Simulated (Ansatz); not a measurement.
Start from `P[SiH]1CC1` and change one atom or group to get `F[SiH]1CC1`.

Ansatz, PBE0-D4/def2-TZVP geometries, multiplicity 1. Each molecule was computed in one conformer, which needn't be the lowest.

```tsv
property	`P[SiH]1CC1`
HOMO–LUMO gap (B3LYP/def2-TZVPP) / eV	6.59
LUMO energy (PBE/def2-TZVPP) / eV	-0.74
HOMO–LUMO gap (ωB97M-V/def2-TZVPP) / eV	10.93
ideal-gas entropy at 298 K and 1 bar (rigid rotor, harmonic PBE0-D4/def2-TZVP) / J/(mol·K)	325
HOMO energy (ωB97M-V/def2-TZVPP) / eV	-9.03
HOMO energy (PBE/def2-TZVPP) / eV	-5.79
```

What does the change do to each property? (Best estimate.)

Ansatz gave: 
```json
{"property": "HOMO–LUMO gap (B3LYP/def2-TZVPP) / eV", "`F[SiH]1CC1`": "7.28", "shift": "0.69"}
{"property": "LUMO energy (PBE/def2-TZVPP) / eV", "`F[SiH]1CC1`": "-0.39", "shift": "0.35"}
{"property": "HOMO–LUMO gap (ωB97M-V/def2-TZVPP) / eV", "`F[SiH]1CC1`": "11.67", "shift": "0.74"}
{"property": "ideal-gas entropy at 298 K and 1 bar (rigid rotor, harmonic PBE0-D4/def2-TZVP) / J/(mol·K)", "`F[SiH]1CC1`": "294", "shift": "-31"}
{"property": "HOMO energy (ωB97M-V/def2-TZVPP) / eV", "`F[SiH]1CC1`": "-9.39", "shift": "-0.36"}
{"property": "HOMO energy (PBE/def2-TZVPP) / eV", "`F[SiH]1CC1`": "-5.97", "shift": "-0.18"}
```

With PBE0 the HOMO falls by 0.29 eV and the LUMO rises by 0.43 eV, so the gap widens by about 0.72 eV. PBE moves the HOMO by -0.18 eV and ωB97M-V by -0.36 eV. The zero-point energy changes by -40.6 kJ/mol with -6 modes.

B3LYP here is the variant with VWN-RPA as its local correlation; programs differ in this.
